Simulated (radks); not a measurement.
Q: These are the eigenvalues of the occupied orbitals of an atom or ion with whole-number occupations (eV). Method: scalar-relativistic Kohn-Sham, PBE, spin-unpolarised, spherical densities, point nucleus; computed with a radial shooting solver on a logarithmic mesh with Libxc functionals.

| orbital | eigenvalue |
|---|---|
| 1s | -34488.23 |
| 2s | -5462.651 |
| 2p | -4913.193 |
| 3s | -1206.352 |
| 3p | -1028.881 |
| 3d | -765.8203 |
| 4s | -307.3394 |
| 4p | -250.8058 |
| 4d | -167.8490 |

Which element is it, and in what charge state? The configuration may be excited.

A: Z = 54, xenon, charge +8: Xe8+ in [Kr] 4d10. The list shows which subshells hold electrons but not how many an open one holds; the 1s level, -1267.4 hartree, gives Z - s = 50.3 by -(Z - s)^2/2, which with screening and relativity narrows Z to a few neighbours, and the depths of the outer levels then fix element, charge and occupations together.
